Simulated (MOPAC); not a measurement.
MOPAC input (PM6):

```
PM6 PRECISE GNORM=0.05 LET XYZ CHARGE=-1 GEO-OK AUX(PRECISION=9) THREADS=1
HOSi

Si   -0.08497619 1   -0.52288476 1    0.02360404 1
O    -0.03550231 1    1.04350028 1   -0.04212334 1
H     1.47368503 1   -1.02761551 1    0.00653007 1
```

Output:

```
 *******************************************************************************
 **                                                                           **
 **                              MOPAC v23.2.5                                **
 **                                                                           **
 *******************************************************************************
 ** MOPAC's Digital Object Identifier: https://doi.org/10.5281/zenodo.6511958 **
 **                                                                           **
 ** Please cite the open-source release paper for use of this MOPAC version:  **
 ** J. E. Moussa and J. J. P. Stewart (2026)                                  **
 ** MOPAC: An open-source semiempirical molecular orbital program             **
 ** J. Open Source Softw., 11(119), 8025, https://doi.org/10.21105/joss.08025 **
 *******************************************************************************

                              PM6 CALCULATION RESULTS

 *******************************************************************************
 *  PM6        - The PM6 Hamiltonian to be used
 *  GEO-OK     - OVERRIDE INTERATOMIC DISTANCE AND OTHER SAFETY CHECKS
 *
 *
 *
 *                 CHARGE ON SYSTEM = -1
 *
 *
 *
 *  LET        - OVERRIDE SOME SAFETY CHECKS
 *  PRECISE    - TIGHTER CRITERIA TO BE USED
 *  XYZ        - CARTESIAN COORDINATE SYSTEM TO BE USED
 *  GNORM      - EXIT WHEN GRADIENT NORM DROPS BELOW 0.050
 *  AUX        - OUTPUT AUXILIARY INFORMATION
 *******************************************************************************
PM6 PRECISE GNORM=0.05 LET XYZ CHARGE=-1 GEO-OK AUX(PRECISION=9) THREADS=1
 HOSi

   ATOM   CHEMICAL          X               Y               Z
  NUMBER   SYMBOL      (ANGSTROMS)     (ANGSTROMS)     (ANGSTROMS)

     1      Si         -0.08497619  *  -0.52288476  *   0.02360404  *
     2       O         -0.03550231  *   1.04350028  *  -0.04212334  *
     3       H          1.47368503  *  -1.02761551  *   0.00653007  *

          CARTESIAN COORDINATES

    NO.       ATOM           X           Y           Z

     1        Si         -0.0850     -0.5229      0.0236
     2         O         -0.0355      1.0435     -0.0421
     3         H          1.4737     -1.0276      0.0065

 General Reference for PM6:
 "Optimization of Parameters for Semiempirical Methods V: Modification of NDDO Approximations
 and Application to 70 Elements", J. J. P. Stewart, J. Mol. Mod., 13, 1173-1213 (2007)
 URL: https://link.springer.com/article/10.1007/s00894-007-0233-4

           Empirical Formula: H O Si  =     3 atoms

      MOLECULAR POINT GROUP   :   Cs

      RHF CALCULATION, NO. OF DOUBLY OCCUPIED LEVELS = 6

          Geometry optimization using EF

          DIAGONAL MATRIX USED AS START HESSIAN

 CYCLE:     1  GRAD.:    77.281 HEAT: -29.87558
 CYCLE:     2  GRAD.:    28.718 HEAT: -35.61182
 CYCLE:     3  GRAD.:    31.486 HEAT: -37.15710
 CYCLE:     4  GRAD.:    26.160 HEAT: -38.88695
 CYCLE:     5  GRAD.:    10.514 HEAT: -39.43148
 CYCLE:     6  GRAD.:     5.874 HEAT: -39.84541
 CYCLE:     7  GRAD.:     5.279 HEAT: -40.19962
 CYCLE:     8  GRAD.:     3.941 HEAT: -40.31998
 CYCLE:     9  GRAD.:     3.687 HEAT: -40.35435
 CYCLE:    10  GRAD.:     2.929 HEAT: -40.36624
 CYCLE:    11  GRAD.:     7.046 HEAT: -40.33983
 CYCLE:    12  GRAD.:     1.066 HEAT: -40.38962
 CYCLE:    13  GRAD.:     0.308 HEAT: -40.39126
 CYCLE:    14  GRAD.:     0.172 HEAT: -40.39176
 CYCLE:    15  GRAD.:     0.007 HEAT: -40.39183

     GRADIENT =  0.00687 IS LESS THAN CUTOFF =  0.05000

 -------------------------------------------------------------------------------
 PM6 PRECISE GNORM=0.05 LET XYZ CHARGE=-1 GEO-OK AUX(PRECISION=9) THREADS=1
 HOSi

     GEOMETRY OPTIMISED USING EIGENVECTOR FOLLOWING (EF).
     SCF FIELD WAS ACHIEVED

                              PM6 CALCULATION
                                                       MOPAC v23.2.5 Linux

          FINAL HEAT OF FORMATION =        -40.39183 KCAL/MOL =    -168.99942 KJ/MOL

          COSMO AREA              =         79.42 SQUARE ANGSTROMS
          COSMO VOLUME            =         65.52 CUBIC ANGSTROMS

          GRADIENT NORM           =          0.00687          =       0.00397 PER ATOM
          IONIZATION POTENTIAL    =          2.064702 EV
          HOMO LUMO ENERGIES (EV) =         -2.065  5.219
          NO. OF FILLED LEVELS    =          6
          MOLECULAR WEIGHT        =         45.0928         POINT GROUP:  Cs

          MOLECULAR DIMENSIONS (Angstroms)

            Atom       Atom       Distance
            H     3    O     2     2.63048
            O     2   Si     1     0.32839
            H     3   Si     1     0.00000

          SCF CALCULATIONS        =         16

   ATOM   CHEMICAL          X               Y               Z
  NUMBER   SYMBOL      (ANGSTROMS)     (ANGSTROMS)     (ANGSTROMS)

     1      Si          0.09228072  *  -0.31682160  *   0.01080926  *
     2       O         -0.16687899  *   0.87622888  *  -0.03204115  *
     3       H          1.06142075  *  -1.44892882  *   0.03390106  *

                             CARTESIAN COORDINATES

   1   Si        0.092280723    -0.316821600     0.010809258
   2    O       -0.166878989     0.876228883    -0.032041145
   3    H        1.061420750    -1.448928820     0.033901060

           Empirical Formula: H O Si  =     3 atoms

      MOLECULAR POINT GROUP   :   Cs

                  EIGENVALUES
 -25.26629  -9.70728  -9.28070  -9.21124  -4.84124  -2.06470   5.21899   5.27131
   5.75464   5.75666   9.63446   9.96990  10.66429  14.66280

              NET ATOMIC CHARGES AND DIPOLE CONTRIBUTIONS

  ATOM NO.   TYPE          CHARGE      No. of ELECS.   s-Pop       p-Pop       d-Pop
    1         Si          -0.584030        4.5840     1.67078     1.21650     1.69675
    2          O          -0.285687        6.2857     1.56926     4.71642
    3          H          -0.130283        1.1303     1.13028
 DIPOLE           X         Y         Z       TOTAL
 POINT-CHG.    -0.588     0.983    -0.026     1.146
 HYBRID         0.569    -1.934     0.066     2.017
 SUM           -0.019    -0.951     0.040     0.952

          ATOMIC ORBITAL ELECTRON POPULATIONS

     Atom    s        px        py        pz      x^2-y^2     xz        z^2       yz        xy
    1 Si   1.67078   0.50232   0.50919   0.20498   0.49398   0.01642   0.26356   0.34666   0.57613
    2  O   1.56926   1.45674   1.82561   1.43408
    3  H   1.13028

 **********************
 *                    *
 * JOB ENDED NORMALLY *
 *                    *
 **********************

 == MOPAC DONE ==
```

The dipole moment of an ion depends on the origin.
